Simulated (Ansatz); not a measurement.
Compare A (`C[SiH](N)CS`) with its isomer B (`CNC([SiH3])S`).

Computed with Ansatz on PBE0-D4/def2-TZVP structures; ΔE is electronic, products minus reactants. CCSD(T)/CBS is the MP2 limit (def2-TZVPP, def2-QZVPP) plus CCSD(T) − MP2 in def2-TZVPP, frozen cores. DFT in def2-TZVPP. B3LYP here is the variant with VWN-RPA as its local correlation; programs differ in this. Each species was taken in one conformer, which may not be the lowest.

Task: Which is lower in electronic energy at CCSD(T)/CBS, and by how much? (Best estimate.)

Result: Ansatz gave: A, by 206.0 kJ/mol.

Task: Give E(B) − E(A) in kJ/mol with B3LYP, PBE-D4, CCSD(T)/def2-TZVPP, ωB97M-V, r2SCAN-D4, B3LYP-D4, HF/def2-TZVPP. (Best estimate.)

Result: Ansatz gave: B3LYP 201.2, PBE-D4 194.6, CCSD(T)/def2-TZVPP 201.1, ωB97M-V 207.5, r2SCAN-D4 209.0, B3LYP-D4 201.2, HF/def2-TZVPP 204.0. None reverses the order clearly.

Largest T1 diagnostic: 0.011.

From PBE to PBE0 (25 % exact exchange), in def2-TZVPP and without D4, E(B) − E(A) moves by +6.7 kJ/mol.
